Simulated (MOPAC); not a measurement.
MOPAC input (PM7):

```
PM7 1SCF UHF MS=0.5 GEO-OK AUX(PRECISION=9) THREADS=1
C2ClF2

C     0.46427900 1   -0.48240700 1    0.01662400 1
C    -0.82872400 1   -0.29631400 1    0.06169700 1
F    -1.71110200 1   -1.27296600 1    0.17958200 1
F    -1.44309500 1    0.87950900 1   -0.00273100 1
Cl    1.79849600 1    0.48314300 1   -0.12127000 1
```

Output:

```
 *******************************************************************************
 **                                                                           **
 **                              MOPAC v23.2.5                                **
 **                                                                           **
 *******************************************************************************
 ** MOPAC's Digital Object Identifier: https://doi.org/10.5281/zenodo.6511958 **
 **                                                                           **
 ** Please cite the open-source release paper for use of this MOPAC version:  **
 ** J. E. Moussa and J. J. P. Stewart (2026)                                  **
 ** MOPAC: An open-source semiempirical molecular orbital program             **
 ** J. Open Source Softw., 11(119), 8025, https://doi.org/10.21105/joss.08025 **
 *******************************************************************************

                              PM7 CALCULATION RESULTS

 *******************************************************************************
 *  PM7        - The PM7 Hamiltonian to be used
 *  GEO-OK     - OVERRIDE INTERATOMIC DISTANCE AND OTHER SAFETY CHECKS
 *  UHF        - UNRESTRICTED HARTREE-FOCK CALCULATION
 *  MS=        - IN MECI, MAGNETIC COMPONENT OF SPIN =  0.5
 *  1SCF       - DO 1 SCF AND THEN STOP
 *  AUX        - OUTPUT AUXILIARY INFORMATION
 *******************************************************************************
PM7 1SCF UHF MS=0.5 GEO-OK AUX(PRECISION=9) THREADS=1
 C2ClF2

   ATOM   CHEMICAL          X               Y               Z
  NUMBER   SYMBOL      (ANGSTROMS)     (ANGSTROMS)     (ANGSTROMS)

     1       C          0.46427900  *  -0.48240700  *   0.01662400  *
     2       C         -0.82872400  *  -0.29631400  *   0.06169700  *
     3       F         -1.71110200  *  -1.27296600  *   0.17958200  *
     4       F         -1.44309500  *   0.87950900  *  -0.00273100  *
     5      Cl          1.79849600  *   0.48314300  *  -0.12127000  *

          CARTESIAN COORDINATES

    NO.       ATOM           X           Y           Z

     1         C          0.4643     -0.4824      0.0166
     2         C         -0.8287     -0.2963      0.0617
     3         F         -1.7111     -1.2730      0.1796
     4         F         -1.4431      0.8795     -0.0027
     5        Cl          1.7985      0.4831     -0.1213

 General Reference for PM7:
 "Optimization of Parameters for Semiempirical Methods VI: More Modifications to the
 NDDO Approximations and Re-optimization of Parameters", J. J. P. Stewart, J. Mol. Mod., 1:32, 19 (2013)
 https://link.springer.com/article/10.1007/s00894-012-1667-x

           Empirical Formula: C2 F2 Cl  =     5 atoms

      MOLECULAR POINT GROUP   :   Cs

          UHF CALCULATION, NO. OF ALPHA ELECTRONS =   15
                           NO. OF BETA  ELECTRONS =   14

 -------------------------------------------------------------------------------
 PM7 1SCF UHF MS=0.5 GEO-OK AUX(PRECISION=9) THREADS=1
 C2ClF2

     1SCF WAS SPECIFIED, SO BFGS WAS NOT USED
     SCF FIELD WAS ACHIEVED

                              PM7 CALCULATION
                                                       MOPAC v23.2.5 Linux

          FINAL HEAT OF FORMATION =        -30.17544 KCAL/MOL =    -126.25404 KJ/MOL

          COSMO AREA              =        105.66 SQUARE ANGSTROMS
          COSMO VOLUME            =         89.20 CUBIC ANGSTROMS

          IONIZATION POTENTIAL    =         10.610565 EV
          ALPHA SOMO LUMO (EV)    =        -10.714 -0.201
          BETA  SOMO LUMO (EV)    =        -10.611 -1.723
          NO. OF ALPHA ELECTRONS  =         15
          NO. OF BETA  ELECTRONS  =         14
          MOLECULAR WEIGHT        =         97.4718         POINT GROUP:  Cs

          MOLECULAR DIMENSIONS (Angstroms)

            Atom       Atom       Distance
           Cl     5    F     3     3.93595
            F     4    C     1     2.07403
           Cl     5    C     2     0.00000

          SCF CALCULATIONS        =          1

   ATOM   CHEMICAL          X               Y               Z
  NUMBER   SYMBOL      (ANGSTROMS)     (ANGSTROMS)     (ANGSTROMS)

     1       C          0.46427900  *  -0.48240700  *   0.01662400  *
     2       C         -0.82872400  *  -0.29631400  *   0.06169700  *
     3       F         -1.71110200  *  -1.27296600  *   0.17958200  *
     4       F         -1.44309500  *   0.87950900  *  -0.00273100  *
     5      Cl          1.79849600  *   0.48314300  *  -0.12127000  *

                             CARTESIAN COORDINATES

   1    C        0.464279000    -0.482407000     0.016624000
   2    C       -0.828724000    -0.296314000     0.061697000
   3    F       -1.711102000    -1.272966000     0.179582000
   4    F       -1.443095000     0.879509000    -0.002731000
   5   Cl        1.798496000     0.483143000    -0.121270000

           Empirical Formula: C2 F2 Cl  =     5 atoms

      MOLECULAR POINT GROUP   :   Cs

          ALPHA EIGENVALUES
 -42.38321 -42.24252 -28.47194 -25.77038 -20.56541 -18.93711 -18.19233 -17.46855
 -16.79205 -16.22421 -15.53482 -13.48783 -13.40150 -10.91752 -10.71402  -0.20108
   0.11858   1.79689   2.82486   3.84596  67.13546  67.18284  67.23125  67.50654
  67.50812

           BETA EIGENVALUES
 -42.29622 -42.20360 -28.15870 -25.47969 -20.39560 -18.84107 -18.26883 -17.14064
 -16.87143 -16.20951 -15.36791 -13.22492 -12.48711 -10.61057  -1.72343   0.00741
   0.41103   1.89202   2.96738   4.01404  67.15587  67.18482  67.30714  67.59975
  67.60579

              NET ATOMIC CHARGES AND DIPOLE CONTRIBUTIONS

  ATOM NO.   TYPE          CHARGE      No. of ELECS.   s-Pop       p-Pop       d-Pop
    1          C          -0.118285        4.1183     1.21151     2.90678
    2          C           0.242848        3.7572     1.10287     2.65428
    3          F          -0.109147        7.1091     1.96765     5.14150
    4          F          -0.120047        7.1200     1.96849     5.15156
    5         Cl           0.104631        6.8954     1.97786     4.91219     0.00532
 DIPOLE           X         Y         Z       TOTAL
 POINT-CHG.     1.403     0.331    -0.091     1.444
 HYBRID        -0.625     0.141     0.018     0.641
 SUM            0.777     0.473    -0.073     0.913

          ATOMIC ORBITAL ELECTRON POPULATIONS

     Atom    s        px        py        pz      x^2-y^2     xz        z^2       yz        xy
    1  C   1.21151   0.91595   0.90992   1.08090
    2  C   1.10287   0.86302   0.76762   1.02364
    3  F   1.96765   1.63521   1.54623   1.96006
    4  F   1.96849   1.81273   1.37272   1.96611
    5 Cl   1.97786   1.36826   1.59327   1.95065   0.00145   0.00052   0.00101   0.00019   0.00215

                    (SZ)    =    0.500000
                    (S**2)  =    0.791685

          ATOMIC ORBITAL SPIN POPULATIONS

    Atom   Total    s     px     py     pz   x^2-y^2  xz     z^2    yz     xy
         Atomic
    1  C  1.0430  0.155  0.086  0.615  0.187
    2  C -0.1964  0.000 -0.003 -0.016 -0.178
    3  F  0.0010 -0.000  0.005  0.005 -0.009
    4  F  0.0455  0.000  0.023  0.031 -0.009
    5 Cl  0.1069  0.002 -0.023  0.115  0.012  0.000  0.000  0.000  0.000  0.000

 **********************
 *                    *
 * JOB ENDED NORMALLY *
 *                    *
 **********************

 == MOPAC DONE ==
```

The geometry given is a B3LYP-D3(BJ)/def2-TZVP minimum.
